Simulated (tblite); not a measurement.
Compound: C4H13NSi2.
Structure used (GFN2-xTB), in Å, numbered top down from 1:
```xyz
20
C4H13NSi2 angstrom
Si     2.8639    0.3623   -0.4884
N      2.0123   -1.1377   -0.3102
Si     0.3123   -1.4740   -0.2857
C     -0.5732   -0.0667    0.6151
C     -0.7596    1.2218   -0.2093
C     -2.2366    0.8605   -0.4085
C     -2.1045   -0.2242    0.6670
H      2.5971    0.9864   -1.7911
H      2.4356    1.2597    0.5831
H      4.2830    0.0198   -0.3764
H      2.5749   -1.9551   -0.4773
H     -0.2265   -1.6057   -1.6494
H      0.1447   -2.7422    0.4350
H     -0.1186    0.1033    1.5924
H     -0.6227    2.1272    0.3812
H     -0.1628    1.3070   -1.1160
H     -2.9560    1.6525   -0.2051
H     -2.4384    0.4480   -1.3953
H     -2.5331    0.0729    1.6236
H     -2.4972   -1.2050    0.4026
```

Level: GFN2-xTB in tblite, geometry and Hessian alike; calculated harmonic values, unscaled, isolated species. The method is semi-empirical: single wavenumbers can be off by several per cent or more. Modes of hydrogen on silicon can be 10 to 20 % off. One conformer, not necessarily the lowest.

Harmonic wavenumbers (cm⁻¹): 43.8, 59.4, 83.2, 108.3, 118.1, 197.4, 270.9, 291.3, 330.3, 497.5, 566.1, 577.5, 590.0, 658.9, 684.6, 715.7, 762.1, 771.4, 792.7, 803.7, 821.9, 827.5, 849.9, 992.0, 1003.8, 1004.8, 1041.6, 1049.9, 1062.5, 1107.2, 1179.0, 1189.3, 1205.5, 1224.5, 1248.8, 1264.9, 1265.9, 1266.3, 1478.4, 1488.3, 1502.9, 2173.8, 2197.9, 2219.1, 2243.7, 2263.6, 2953.9, 2978.3, 2982.2, 2997.2, 3000.4, 3003.5, 3012.2, 3484.5.

A = 3243, B = 1012, C = 840.7 MHz; mass 131.059 u (most abundant isotopes); point group C1, symmetry number 1.

Zero-point energy?

Half the sum of the wavenumbers: 34254 cm⁻¹ = 409.77 kJ/mol.

Entropy at 273.15 K, 1 bar (ideal gas, RRHO, classical rotation)?

Translation 167.84, rotation 120.85, vibration 121.39: S = 410.1 J/(mol K).

And Cp and H(273.15 K) − H(0)?

Cp = 156.40 J/(mol K), of which vibrations give 123.14 (their classical limit is 54 R = 449.0); H(273.15 K) − H(0) = 26.05 kJ/mol without the zero-point energy, 16.96 from vibrations.

What must be added to the electronic energy to get the Gibbs energy at 273.15 K and 1 bar?

ZPE + [H(273.15 K) − H(0)] − T·S = 409.77 + 26.05 − 112.01 = 323.81 kJ/mol.

Blend soft modes into free rotors: weight 1/[1 + (100 cm⁻¹/ν̃)⁴] for the oscillator and the rest for a rotor with moment μB/(μ + B), μ = h/(8π²ν), B = 10⁻⁴⁴ kg m². What vibrational entropy results?

109.14 J/(mol K) in place of 121.39, which changes −T·S at 273.15 K by +3.35 kJ/mol.

Which modes carry the vibrational entropy at 273.15 K?

43.8 cm⁻¹: 20.53; 59.4 cm⁻¹: 18.01; 83.2 cm⁻¹: 15.24; 108.3 cm⁻¹: 13.09; 118.1 cm⁻¹: 12.39; 197.4 cm⁻¹: 8.35 J/(mol K); the other 48 give 33.77 together.

How do the functions run with temperature in this model?

```json
{"T (K)": "50", "S (J/(mol K))": "249.8", "Cp (J/(mol K))": "61.0", "H − H(0) (kJ/mol)": "2.25", "G − H(0) (kJ/mol)": "-10.24", "ln q(vib)": "0.71"}
{"T (K)": "100", "S (J/(mol K))": "299.0", "Cp (J/(mol K))": "81.9", "H − H(0) (kJ/mol)": "5.85", "G − H(0) (kJ/mol)": "-24.05", "ln q(vib)": "2.22"}
{"T (K)": "298.15", "S (J/(mol K))": "424.3", "Cp (J/(mol K))": "168.7", "H − H(0) (kJ/mol)": "30.11", "G − H(0) (kJ/mol)": "-96.40", "ln q(vib)": "7.81"}
{"T (K)": "373.15", "S (J/(mol K))": "466.0", "Cp (J/(mol K))": "204.0", "H − H(0) (kJ/mol)": "44.11", "G − H(0) (kJ/mol)": "-129.80", "ln q(vib)": "9.87"}
{"T (K)": "500", "S (J/(mol K))": "533.0", "Cp (J/(mol K))": "254.2", "H − H(0) (kJ/mol)": "73.30", "G − H(0) (kJ/mol)": "-193.21", "ln q(vib)": "13.34"}
{"T (K)": "750", "S (J/(mol K))": "650.1", "Cp (J/(mol K))": "322.7", "H − H(0) (kJ/mol)": "146.09", "G − H(0) (kJ/mol)": "-341.52", "ln q(vib)": "20.01"}
{"T (K)": "1000", "S (J/(mol K))": "749.5", "Cp (J/(mol K))": "366.9", "H − H(0) (kJ/mol)": "232.67", "G − H(0) (kJ/mol)": "-516.80", "ln q(vib)": "26.24"}
```

q(vib) and H(0) count from the zero-point level.

Hindered rotation and anharmonicity are outside this model. Other conformers, if any are populated, would add a mixing term that is left out. The structure is chiral; the term R ln 2 for an equal mix with its mirror image is left out.
